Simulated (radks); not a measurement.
Values are calculated unless marked as measured or tabulated.
Pt I, configuration [Xe] 4f14 5d9 6s1 (the NIST ground configuration). Level of theory: scalar-relativistic Kohn-Sham, PBE, spin-unpolarised, spherical densities, finite nucleus; Fermi nuclear charge, rms radius 5.427 fm; hard spherical wall at 3.5 bohr (a radial shooting solver on a logarithmic mesh with Libxc functionals).

Radial electron density D(r) = 4 pi r^2 rho(r):

r (bohr)   D(r) (e/bohr)
0.0007382          6.180
0.000969           9.333
0.001272           13.93
0.001669           20.47
0.002209           29.79
0.002899           41.79
0.003806           56.65
0.004995           73.49
0.006557           90.08
0.008606           102.8
0.0113             107.9
0.01483            104.2
0.01962            96.82
0.02575            98.00
0.0338             115.6
0.04437            139.5
0.05824            143.9
0.07644            123.4
0.1003             113.8
0.1317             131.4
0.1743             124.5
0.2287             83.41
0.3002             75.65
0.3941             86.68
0.5172             62.45
0.6789             32.24
0.8912             21.61
1.17               16.14
1.548              9.620
2.031              4.987
2.666              1.661

D(r) has 4 maxima, at r = 0.0115, 0.0529, 0.147, 0.385 bohr, and minima at 0.0221, 0.0949, 0.271 bohr, inside which lie 1.88, 11.04, 29.92 electrons.
